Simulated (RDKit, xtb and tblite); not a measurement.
Conformational energy of SMILES COC(=O)[SiH2]c1cccs1. Scanned: dihedral C1–O2–C3–Si5 and dihedral O2–C3–Si5–C6; all other coordinates were relaxed at GFN2-xTB. Points at φ and −φ are mirror images. Heavy atoms are numbered in the order of the SMILES COC(=O)[SiH2]c1cccs1, hydrogens after them in the order of the atoms that carry them; the mirror image has the same energies with the sign of each dihedral reversed.

Computed with: GFN2-xTB (xtb and tblite); MMFF94 // GFN2-xTB (RDKit); UFF // GFN2-xTB (RDKit).

Energies in kcal/mol at chosen points (x: dihedral C1–O2–C3–Si5 (°); y: dihedral O2–C3–Si5–C6 (°)), relative to x = 0, y = -60:

| method | (60, -120) | (120, 150) | (120, -150) | (150, 0) | (-120, -60) | (150, 120) | (90, 90) |
|---|---|---|---|---|---|---|---|
| GFN2-xTB | 5.2 | 2.6 | 3.4 | -3.5 | 2.7 | -3.8 | 8.8 |
| MMFF94 | 3.9 | 1.7 | 2.0 | -6.3 | 1.4 | -4.9 | 5.7 |
| UFF | 7.1 | 10.2 | 12.3 | 9.8 | 9.9 | 10.0 | 10.8 |

MMFF94 has few fitted parameters for silicon.
